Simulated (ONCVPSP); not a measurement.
**bismuth (Bi): what ONCVPSP 4.0.1 does with a changed input**

Command:

```bash
oncvpsp.x < Bi.dat > Bi.out
```

Input:

```
# ATOM AND REFERENCE CONFIGURATION
# atsym  z   nc   nv     iexc    psfile
  Bi 83.00   10    5        4      upf
#
#   n    l    f
    1    0    2.00
    2    0    2.00
    2    1    6.00
    3    0    2.00
    3    1    6.00
    3    2   10.00
    4    0    2.00
    4    1    6.00
    4    2   10.00
    4    3   14.00
    5    0    2.00
    5    1    6.00
    5    2   10.00
    6    0    2.00
    6    1    3.00
#
# PSEUDOPOTENTIAL AND OPTIMIZATION
# lmax
    2
#
#   l,   rc,      ep,       ncon, nbas, qcut
    0    1.55    0.00    5    8    6.00
    1    1.75    0.00    7    7    6.80
    2    1.25    0.00    4    7    8.00
#
# LOCAL POTENTIAL
# lloc, lpopt,  rc(5),   dvloc0
    4    5    0.80    1.00
#
# VANDERBILT-KLEINMAN-BYLANDER PROJECTORs
# l, nproj, debl
    0    3    1.30
    1    2    1.80
    2    1    1.30
#
# MODEL CORE CHARGE
# icmod, fcfact, rcfact
    3    4.50    1.15
#
# LOG DERIVATIVE ANALYSIS
# epsh1, epsh2, depsh
   -7.00    5.00    0.04
#
# OUTPUT GRID
# rlmax, drl
    6.00    0.01
#
# TEST CONFIGURATIONS
# ncnf
    4
# nvcnf
#   n    l    f
    5
    5    0    2.00
    5    1    6.00
    5    2   10.00
    6    0    2.00
    6    1    2.00
#
    5
    5    0    2.00
    5    1    6.00
    5    2   10.00
    6    0    2.00
    6    1    1.00
#
    5
    5    0    2.00
    5    1    6.00
    5    2   10.00
    6    0    2.00
    6    1    0.00
#
    5
    5    0    2.00
    5    1    6.00
    5    2   10.00
    6    0    2.00
    6    1    2.50
#
```

This is an input that runs to its end, with one change: ncon of l = 1 set to 7. The unchanged file is no sound one. Note: ghosts flagged at negative energy: s at -8074.1 eV; GHOST(+) flagged for p at 148.9 eV, s at 163.6 eV. A true bound ghost makes a file unfit for plane-wave use.

Q: How does the run end?

A: The program refuses the input: "test_data: must have 3 <= ncon <= 5, l= 1".

```
ONCVPSP  (Optimized Norm-Conservinng Vanderbilt PSeudopotential)
scalar-relativistic version 4.0.1

test_data: must have 3 <= ncon <= 5, l=   1
test_data: must have ncon+3 <= nbas <= ncon+5, l=   1
 for nproj=2
ERROR: test_data found   2 ERROR; stopping
```
